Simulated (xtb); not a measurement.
lithium fluoride (FLi), singlet, at a GFN2-xTB geometry (such geometries of metal compounds can be far from the true shape); GFN0-xTB in xtb 6.7.1.

Input for xtb:
```
$ xtb mol.xyz --gfn 0 --acc 30 --json

# file mol.xyz
2

Li    -0.00000000    -0.00000000    -1.14043347
F      0.00000000     0.00000000     0.38014449
```

The log (banner, timings and long lists left out):

```
   ID    Z sym.   atoms
    1    3 Li     1
    2    9 F      2

           -------------------------------------------------
          |                Calculation Setup                |
           -------------------------------------------------

           -------------------------------------------------
          |                 G F N 0 - x T B                 |
           -------------------------------------------------

          ...................................................
          :                      SETUP                      :
          :.................................................:
          :  # basis functions                   8          :
          :  # atomic orbitals                   8          :
          :  # shells                            4          :
          :  # electrons                         8          :
          :  electronic temp.          300.0000000     K    :
          :  accuracy                   30.0000000          :
          :  -> integral cutoff          0.2000000E+02      :
          :  -> integral neglect         0.3000000E-06      :
          ...................................................

         :::::::::::::::::::::::::::::::::::::::::::::::::::::
         ::                     SUMMARY                     ::
         :::::::::::::::::::::::::::::::::::::::::::::::::::::
         :: total energy              -4.382493369241 Eh    ::
         :: gradient norm              0.022296134034 Eh/a0 ::
         :: HOMO-LUMO gap              6.052677914195 eV    ::
         ::.................................................::
         :: H0 energy                 -4.268891938793 Eh    ::
         :: repulsion energy           0.010567591091 Eh    ::
         :: electrostat energy        -0.124108099099 Eh    ::
         :: -> Gsolv                   0.000000000000 Eh    ::
         ::    -> Gsasa                0.000000000000 Eh    ::
         ::    -> Gshift               0.000000000000 Eh    ::
         :: dispersion energy         -0.000060922441 Eh    ::
         :: short-range corr.          0.000000000000 Eh    ::
         :: add. restraining           0.000000000000 Eh    ::
         :: total charge              -0.000000000000 e     ::
         :::::::::::::::::::::::::::::::::::::::::::::::::::::

           -------------------------------------------------
          |                Property Printout                |
           -------------------------------------------------

    * Orbital Energies and Occupations

         #    Occupation            Energy/Eh            Energy/eV
      -------------------------------------------------------------
         1        2.0000           -0.8140255             -22.1508
         2        2.0000           -0.4402437             -11.9796
         3        2.0000           -0.4400884             -11.9754
         4        2.0000           -0.4400884             -11.9754 (HOMO)
         5                         -0.2176566              -5.9227 (LUMO)
         6                         -0.1074245              -2.9232
         7                         -0.1074245              -2.9232
         8                          0.1358739               3.6973
      -------------------------------------------------------------
                  HL-Gap            0.2224318 Eh            6.0527 eV
             Fermi-level            0.0000000 Eh            0.0000 eV

     #   Z          covCN         q      C6AA      α(0)
     1   3 Li       0.604     0.402    85.428    33.557
     2   9 F        0.604    -0.402    13.633     4.258

 Mol. C6AA /au·bohr⁶  :        135.778668
 Mol. C8AA /au·bohr⁸  :       8011.981880
 Mol. α(0) /au        :         37.814545

Wiberg/Mayer (AO) data.
largest (>0.10) Wiberg bond orders for each atom

 ---------------------------------------------------------------------------
     #   Z sym  total        # sym  WBO       # sym  WBO       # sym  WBO
 ---------------------------------------------------------------------------
     1   3 Li   0.465 --     2 F    0.465
     2   9 F    0.465 --     1 Li   0.465
 ---------------------------------------------------------------------------

Topologies differ in total number of bonds
Writing topology from bond orders to xtbtopo.mol

 dipole moment from electron density (au)
     X       Y       Z
  -0.0000  -0.0000  -2.8729  total (Debye):    7.302

           -------------------------------------------------
          | TOTAL ENERGY               -4.382493369241 Eh   |
          | GRADIENT NORM               0.022296134034 Eh/α |
          | HOMO-LUMO GAP               6.052677914195 eV   |
           -------------------------------------------------

normal termination of xtb
```
